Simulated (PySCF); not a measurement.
Job file and geometry (Å, from GFN2-xTB) of a spin–spin coupling run on SMILES CN[C](=O)[GeH3], C2H7GeNO, B3LYP/pcJ-1 Ge:pcSseg-1 indirect spin-spin coupling, non-relativistic, gas phase in PySCF 2.14.0, density-fitted response routines; density fitting, a coarse starting grid and PySCF grid level 2 are the driver's defaults:

```
$ OMP_NUM_THREADS=1 python probes_run.py task.json out

{"job": {"kind": "j", "xc": "B3LYP", "basis": "pcJ-1"}, "charge": 0, "multiplicity": 1}
C     -2.081380     0.106099    -0.176986
N     -0.651670     0.300351    -0.248082
C      0.235125    -0.493257     0.376196
O     -0.075627    -1.446768     1.056257
Ge     2.154358    -0.013520     0.110073
H     -2.496771    -0.072883    -1.170293
H     -2.568042     0.978190     0.263288
H     -2.260170    -0.764148     0.452149
H     -0.307530     1.074379    -0.796707
H      2.878889    -1.078536    -0.643555
H      2.312614     1.271373    -0.662062
H      2.861403     0.138036     1.413695
```

Question: Write the output of this run.

Answer: 
```
coarse grid: 45384 points
cycle   1  E = -2287.0568159684  dE = -3.190e-02  |g| = 1.244e+00  |ddm| = 2.926e+00
cycle   2  E = -2285.9382879563  dE =  1.119e+00  |g| = 2.566e+00  |ddm| = 3.084e+00
cycle   3  E = -2287.1890937000  dE = -1.251e+00  |g| = 5.734e-01  |ddm| = 2.824e+00
cycle   4  E = -2287.2427726693  dE = -5.368e-02  |g| = 1.619e-01  |ddm| = 4.368e-01
cycle   5  E = -2287.2459505202  dE = -3.178e-03  |g| = 6.613e-02  |ddm| = 1.449e-01
cycle   6  E = -2287.2467969208  dE = -8.464e-04  |g| = 1.798e-02  |ddm| = 4.808e-02
cycle   7  E = -2287.2468548305  dE = -5.791e-05  |g| = 3.675e-03  |ddm| = 1.373e-02
cycle   8  E = -2287.2468572965  dE = -2.466e-06  |g| = 1.047e-03  |ddm| = 3.181e-03
final grid: 95264 points
cycle   9  E = -2287.2468550043  dE =  4.104e-07  |g| = 1.757e-03  |ddm| = 2.717e-03
cycle  10  E = -2287.2468531097  dE =  1.895e-06  |g| = 3.555e-03  |ddm| = 4.327e-03
cycle  11  E = -2287.2468556308  dE = -2.521e-06  |g| = 5.107e-04  |ddm| = 2.819e-03
cycle  12  E = -2287.2468556852  dE = -5.434e-08  |g| = 3.547e-05  |ddm| = 3.594e-04
cycle  13  E = -2287.2468556854  dE = -2.055e-10  |g| = 6.512e-06  |ddm| = 2.187e-05
converged SCF energy = -2287.2468556854

Indirect spin-spin couplings (Hz)
  i      j    bonds     total        FC       PSO       DSO        SD
  0 C    1 N    1    -11.417   -10.714     0.058    -0.097    -0.663
  0 C    2 C    2     -1.414    -1.162    -0.250    -0.003         -
  0 C    3 O    3     -1.406    -1.875     0.467     0.002         -
  0 C    5 H    1    142.958   141.524     0.732     0.701         -
  0 C    6 H    1    143.011   141.577     0.732     0.701         -
  0 C    7 H    1    145.098   143.890     0.447     0.762         -
  0 C    8 H    2      4.237     4.125     0.597    -0.486         -
  0 C    9 H    4      0.442     0.607     0.204    -0.369         -
  0 C   11 H    4      0.775     0.959     0.212    -0.396         -
  1 N    2 C    1    -11.422   -15.127     3.905    -0.159    -0.041
  1 N    3 O    2     -0.990     1.276    -3.436    -0.012     1.182
  1 N    5 H    2      0.014     0.136    -0.167     0.043     0.002
  1 N    6 H    2     -0.004     0.116    -0.166     0.043     0.003
  1 N    7 H    2      1.343     1.606    -0.245     0.007    -0.026
  1 N    8 H    1    -95.796   -92.620    -2.358    -0.492    -0.326
  1 N    9 H    3     -2.071    -2.224    -0.064     0.212     0.005
  1 N   10 H    3      1.378     1.380     0.022    -0.043     0.018
  1 N   11 H    3     -2.726    -2.896    -0.077     0.245     0.003
  2 C    3 O    1     33.158    19.102    14.197    -0.141         -
  2 C    5 H    3      3.127     3.095     0.285    -0.254         -
  2 C    6 H    3      3.101     3.070     0.286    -0.254         -
  2 C    7 H    3      5.000     5.292    -0.518     0.226         -
  2 C    8 H    2      8.140     9.138    -0.835    -0.163         -
  2 C    9 H    2      7.257     7.777    -0.051    -0.468         -
  2 C   10 H    2     11.157    11.708    -0.065    -0.486         -
  2 C   11 H    2      7.383     7.925    -0.064    -0.478         -
  3 O    5 H    4     -0.402    -0.616     0.072     0.141         -
  3 O    6 H    4     -0.403    -0.617     0.072     0.142         -
  3 O    7 H    4      0.322     0.097     0.467    -0.242         -
  3 O    8 H    3      0.200    -1.541     1.319     0.422         -
  3 O    9 H    3      0.067    -0.049    -0.035     0.151         -
  3 O   10 H    3     -3.324    -3.745    -0.040     0.461         -
  3 O   11 H    3      0.118     0.016    -0.012     0.114         -
  5 H    6 H    2    -11.521   -11.662     2.823    -2.682         -
  5 H    7 H    2    -14.459   -14.578     2.620    -2.502         -
  5 H    8 H    3      1.905     1.817     0.962    -0.875         -
  5 H    9 H    5      0.668     1.048     0.525    -0.905         -
  5 H   11 H    5     -0.758    -0.035     0.907    -1.630         -
  6 H    7 H    2    -14.437   -14.555     2.621    -2.502         -
  6 H    8 H    3      1.939     1.851     0.957    -0.869         -
  6 H    9 H    5     -0.581     0.091     0.899    -1.571         -
  6 H   11 H    5      0.429     0.895     0.590    -1.056         -
  7 H    8 H    3     13.671    13.475     3.711    -3.516         -
  7 H    9 H    5     -0.561    -0.045     0.687    -1.204         -
  7 H   10 H    5     -0.201     0.191     0.903    -1.295         -
  7 H   11 H    5     -0.614    -0.075     0.689    -1.227         -
  8 H    9 H    4     -1.531    -0.008     0.527    -2.050         -
  8 H   10 H    4      0.741    -0.395    -1.670     2.807         -
  8 H   11 H    4     -1.650     0.182     0.719    -2.551         -
  9 H   10 H    2      4.136     7.385     1.139    -4.387         -
  9 H   11 H    2      0.603     3.784     1.151    -4.332         -
 10 H   11 H    2      5.110     8.482     1.175    -4.547         -
```

Size and cost of the density-fitted run: 219 basis functions, 42 s wall time on 1 thread of an Arm Neoverse V1, shared host; peak memory 0.9 GiB.
